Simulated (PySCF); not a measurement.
## C6H9O3: g tensor and hyperfine couplings

Compound: C6H9O3 (doublet state).
Numbering: `[CH3:1]/[CH:2]=[C:3]/[O:4][CH2:5][CH2:6][C:7](=[O:8])[OH:9]` (hydrogens: H10, H11, H12 on C1; H13 on C2; H14, H15 on C5; H16, H17 on C6; H18 on O9)

Structure used (GFN2-xTB), in Å, numbered top down from 1:
```
atom  x, y, z in Å
C1     3.488    0.606    0.137
C2     2.267   -0.010   -0.473
C3     1.188    0.658   -0.804
O4    -0.024    0.389   -1.225
C5    -0.648   -0.837   -0.822
C6    -2.157   -0.633   -0.840
C7    -2.589    0.234    0.323
O8    -2.146    0.168    1.437
O9    -3.554    1.088   -0.027
H10    3.754    0.080    1.053
H11    4.334    0.534   -0.546
H12    3.311    1.652    0.371
H13    2.374   -1.070   -0.731
H14   -0.352   -1.622   -1.529
H15   -0.312   -1.110    0.185
H16   -2.657   -1.599   -0.743
H17   -2.468   -0.160   -1.771
H18   -3.817    1.637    0.729
```

The hyperfine couplings belong to this conformer and change with its torsions.

The calculation used UKS B3LYP, pcH-1 on C H O, non-relativistic, mean-field spin-orbit, GIAO in PySCF. The structure is a single GFN2-xTB conformer in the gas phase; no vibrational or solvent corrections. The geometry wasn't refined by DFT: couplings that depend on bond lengths, twists or pyramidal angles can differ widely from those at the functional's own minimum. The frame is twisted about the C2–C3 bond at this geometry (dihedral H13–C2–C3–O4 = 14°); couplings at other torsion angles weren't computed. No stability test was run, so a lower SCF solution isn't excluded.

```json
{
  "g1, g2, g3": "2.00183, 2.00210, 2.00329",
  "g_iso": "2.00241",
  "Form of g": "rhombic: the two nearest values differ by 19 % of g3 − g1",
  "⟨S²⟩": "0.7561 (exact 0.7500)",
  "α and β electrons": "35, 34",
  "HOMO–LUMO gap, α and β orbitals": "5.57, 4.38 eV",
  "Total energy": "-459.67302 Eh"
}
```

Isotropic coupling and dipolar principal values T1 to T3, in mT (MHz turned into mT with g_iso):

```tsv
atom	isotope	a_iso	T1	T2	T3	Mulliken spin population
C1	13C	1.16	-0.09	-0.08	0.17	0.02
C2	13C	2.27	-0.61	-0.15	0.76	-0.08
C3	13C	15.42	-2.59	-1.96	4.55	0.88
O4	17O	-4.87	-1.22	0.60	0.62	0.06
C5	13C	1.10	-0.22	-0.19	0.40	0.05
C6	13C	-0.09	-0.02	-0.02	0.03	0.00
C7	13C	0.00	-0.01	-0.01	0.03	0.00
O8	17O	0.00	-0.01	0.00	0.01	0.00
O9	17O	0.00	-0.01	0.00	0.01	0.00
H10	1H	-0.27	-0.09	-0.07	0.17	0.00
H11	1H	-0.06	-0.08	-0.07	0.15	0.00
H12	1H	-0.08	-0.19	-0.11	0.30	0.01
H13	1H	4.21	-0.22	-0.04	0.26	0.07
H14	1H	0.46	-0.15	-0.04	0.19	0.01
H15	1H	-0.09	-0.17	-0.08	0.24	0.00
H16	1H	0.05	-0.04	-0.03	0.07	0.00
H17	1H	0.01	-0.06	-0.05	0.11	0.00
H18	1H	0.00	-0.02	-0.02	0.04	0.00
```

The Mulliken spin populations are largest on C3 (+0.88), C2 (-0.08), H13 (+0.07) and O4 (+0.06). No atom but C3 exceeds +0.15. The positive populations add up to 1.09 and the negative ones to -0.09, together 2S = 1.

Axes: g1 points within 10° of the C3–O4 bond.

Under fast tumbling the dipolar parts average out, and these isotropic splittings remain: 1 × 1H (H13, I = 1/2, 2 lines) with 4.21 mT, 2 × 1H (H14/H15, I = 1/2, 3 lines) with 0.18 mT, 3 × 1H (H10/H11/H12, I = 1/2, 4 lines) with 0.14 mT and 2 × 1H (H16/H17, I = 1/2, 3 lines) with 0.03 mT.

Nuclei that the bonding pattern makes equivalent are averaged, as if the motion that swaps them (rotation, inversion, ring flip) were fast. The three 1H nuclei of mean -3.9 MHz run from -7.7 to -1.6 MHz in the frozen geometry. The 1H value of +5.1 MHz is a mean of couplings from -2.6 to 12.8 MHz in this one geometry, not an average over conformers.

The 13C coupling of C3 (432.1 MHz) shows only in satellite lines or after enrichment, since that isotope makes up about 1.07 % of natural carbon.

The 17O coupling of O4 (-136.6 MHz) shows only in satellite lines or after enrichment, since that isotope makes up about 0.038 % of natural oxygen.

β density exceeds α density at some nuclei, such as C6 (-0.0023), spin density in bohr⁻³. In a single determinant that takes different orbitals for the two spins, that is spin polarisation.
